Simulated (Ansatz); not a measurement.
Program: Ansatz 0.2.0.

C₂H₆O₂SSi (`OC(=S)OC[SiH3]`). Total charge 0; spin multiplicity 1. The structure was optimised at the PBE0-D4/def2-TZVP level. It is one conformer, not always the lowest.

```xyz
12

O     1.589   -1.294   -1.069
C     0.306   -1.627   -0.929
S    -0.346   -3.011   -1.501
O    -0.390   -0.721   -0.278
C     0.256    0.476    0.195
Si   -1.056    1.532    1.058
H     1.998   -2.022   -1.556
H     1.065    0.213    0.883
H     0.703    1.013   -0.645
H    -2.126    1.890    0.097
H    -1.626    0.790    2.208
H    -0.372    2.761    1.537
```

Q: What is the dipole moment at r2SCAN/def2-TZVPP? (Estimate.)

A: The calculation gave: 3.64 D, with components (2.40, 2.62, 0.79) D in this frame, pointing from negative to positive charge.

Q: And with PBE, B3LYP, ωB97M-V? (Best estimate.)

A: The calculation gave: PBE 3.49 D, B3LYP 3.54 D, ωB97M-V 3.60 D.

Q: Give the Mulliken charges with r2SCAN, ωB97M-V, B3LYP in def2-TZVPP. (Estimate.)

A: The calculation gave: 
| atom | r2SCAN | ωB97M-V | B3LYP |
| --- | --- | --- | --- |
| O1 | -0.26 | -0.23 | -0.24 |
| C2 | 0.31 | 0.28 | 0.32 |
| S3 | -0.32 | -0.27 | -0.32 |
| O4 | -0.20 | -0.20 | -0.21 |
| C5 | -0.07 | -0.21 | -0.13 |
| Si6 | 0.29 | 0.19 | 0.28 |
| H7 | 0.23 | 0.20 | 0.21 |
| H8 | 0.09 | 0.15 | 0.12 |
| H9 | 0.09 | 0.15 | 0.12 |
| H10 | -0.06 | -0.01 | -0.05 |
| H11 | -0.06 | -0.01 | -0.05 |
| H12 | -0.07 | -0.02 | -0.06 |

B3LYP here is the variant with VWN-RPA as its local correlation; programs differ in this.
